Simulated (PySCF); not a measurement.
I2Zn, SMILES [I][Zn][I], CAM-B3LYP/def2-SVP optimised geometry.

```
3

Zn     0.00     0.00     0.00
I     -2.42     0.00     0.00
I      2.42     0.00     0.00
```

Density from CAM-B3LYP/def2-TZVP, def2 effective core potentials past Kr (PySCF) at that geometry. The core electrons that the potentials of I replace are not part of the density.

Minimum of the electron density along straight lines between bonded atoms, close to the bond critical point (lines longer than 1.1 times the sum of covalent radii, or with two minima, are not listed):

| bond | length / Å | ρ at the minimum / e bohr⁻³ | ∇²ρ there / e bohr⁻⁵ | position (fraction from the first atom) |
|---|---|---|---|---|
| Zn1–I2 | 2.420 | 0.076 | 0.12 | 0.43 |
| Zn1–I3 | 2.420 | 0.076 | 0.12 | 0.43 |
